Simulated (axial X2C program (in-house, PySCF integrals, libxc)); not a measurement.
## Potential curves of CoN, spin-free

Calculated with an in-house all-electron X2C program for linear molecules (integrals from PySCF). Spin-free means the one-electron spin-free X2C Hamiltonian. Basis: Co dyall-cv3z [9s10p6d3f2g], N dyall-av3z [7s7p3d2f] (cores contracted in-house); Gaussian nuclei, density fitting, unrestricted open shells. Masses: Co 58.933 u, N 14.003 u.

State: M_S = 2, Λ = 2 (beyond evenly filled blocks: σα, π+α, π-α, δ+α, δ+β, δ-α). Energies in eV from the fragments at the same level (Co + N). Fits are polynomials in 1 − R0/R over 0.85 to 1.23 times the lowest point R0.

| R (Å) | TPSSh | PBE0 |
| --- | --- | --- |
| 1.4050 | -2.0354 | -1.4951 |
| 1.4697 | -2.5768 | -1.9942 |
| 1.5181 | -2.7952 | -2.1898 |
| 1.5665 | -2.8982 | -2.2801 |
| 1.6150 | -2.9181 | -2.2985 |
| 1.6715 | -2.8698 | -2.2602 |
| 1.7281 | -2.7714 | -2.1787 |
| 1.8007 | -2.5998 | -2.0330 |
| 1.8895 | -2.3499 | -1.8171 |
| 2.0187 | -1.9530 | -1.4694 |

Occupations by symmetry block were frozen at the best pattern of an incomplete PBE0 search. De is counted from the lowest determinant-based energies of the atoms at the same level, without counterpoise correction. Other states lie close and PBE0, whose exact exchange favours high spin, may order them wrongly; the determinant shown need not be the ground state. The nearest other spin-free determinant of the search, M_S = 1, Λ = 1, lies 0.63 eV up at the distance of the search. The functionals have no current-density term, which raises determinants with orbital currents, atoms included.

(1) What are Re, ωe and De at the TPSSh level?

(2) What are Re, ωe and De at the PBE0 level?

Results:

(1) At TPSSh, spin-free: Re = 1.605 Å, ωe ≈ 795 cm⁻¹, De = 2.92 eV to Co + N; Be follows as 0.579 cm⁻¹.

(2) At PBE0, spin-free: Re = 1.606 Å, ωe ≈ 724 cm⁻¹, De = 2.30 eV to Co + N; Be follows as 0.577 cm⁻¹.
